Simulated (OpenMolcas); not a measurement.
Os6+ (d2) among equal point charges was computed by CASSCF with the d shell active (OpenMolcas, ANO-RCC-VTZP on the metal). Its lowest spin-free states, and all those of the highest spin:

| 2S+1 | Degeneracy | E (cm-1) |
| --- | --- | --- |
| 3 | 3 | 0.0 |
| 3 | 3 | 2103 |
| 3 | 1 | 4669 |
| 1 | 3 | 13162 |
| 1 | 2 | 13807 |
| 3 | 3 | 15581 |
| 1 | 3 | 19801 |
| 1 | 3 | 20909 |
| 1 | 1 | 21148 |
| 1 | 2 | 21538 |
| 1 | 1 | 49141 |

Is the site octahedral, tetrahedral or cube-like, axial, or of lower symmetry?

The states with 2S+1 = 3 have orbital degeneracies 3, 3, 1, 3. Threefold states need a cubic site. For d2 at this spin an octahedron puts the threefold T1 below the threefold T2 and a tetrahedron or cube puts the single A2 below the threefold T2, so the site is octahedral. The run had Os6+ among 6 point charges of -1 e arranged as an octahedron (Oh), 2.22 Å from the ion.

Spin-orbit coupling mixes the spin-free states strongly: the lowest level takes only 62 % from its leading state, 3T1. Without dynamic correlation the repulsion within the d shell is too large (B by tens of per cent), so at a given field states of lower spin stand too high. This field is weak: 10Dq is about 2535 cm-1, while octahedral complexes of 5d ions of charge 3 and more, computed by the same method with explicit ligands, had a median near 35000 cm-1. Ground spin and moment need not be those of a real site. The ground term spreads over less than 5000 cm-1, several times less than with real ligands, so orbital moments are less quenched and χT lies further from the spin-only value than at real sites. This is an electrostatic model: the charges have no orbitals. No measured value stands beside these numbers.
